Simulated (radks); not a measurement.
Results of a calculation; reference values are marked as such.
Neutral titanium inside a hard spherical wall (all orbitals vanish at R), configuration held at [Ar] 3d2 4s2 and not refilled when levels cross. Code: a radial shooting solver on a logarithmic mesh with Libxc functionals. Model: non-relativistic Kohn-Sham, r2SCAN, spin-unpolarised, spherical densities, point nucleus; meta-GGA in the generalised Kohn-Sham scheme. Eigenvalues in eV, with the zero of energy where the potential of the charges vanishes at infinity; a dash marks a level that is unbound or too diffuse for the functional's potential to be trusted. A positive occupied level is held by the wall or, in an anion where self-interaction has pushed it up, behind a barrier. The pressure on the wall is -dE/dV.

R (bohr),E (hartree),kinetic (hartree),e(3s),e(3p),e(4s),e(3d),"e(4p, empty)","e(5s, empty)",pressure (GPa)
free,-849.23739,848.464,-64.174,-40.088,-4.575,-4.243,-1.321,-,0
15,-849.23739,848.464,-64.173,-40.088,-4.574,-4.243,-1.319,1.850,< 0.0001
12,-849.23730,848.465,-64.164,-40.079,-4.567,-4.234,-1.297,2.449,0.00169
10,-849.23652,848.472,-64.105,-40.020,-4.522,-4.179,-1.199,3.432,0.0228
8,-849.22959,848.522,-63.781,-39.698,-4.257,-3.882,-0.716,6.290,0.306
3.5,-848.17327,852.102,-53.552,-29.735,12.925,6.091,21.703,77.336,259
2.5,-844.72215,862.778,-39.482,-15.482,56.057,22.801,69.856,198.34,2840
2,-837.92684,882.599,-19.866,5.509,126.38,46.943,142.32,363.30,13400
1.5,-814.72191,941.968,36.186,64.853,322.23,107.89,333.20,771.87,89300
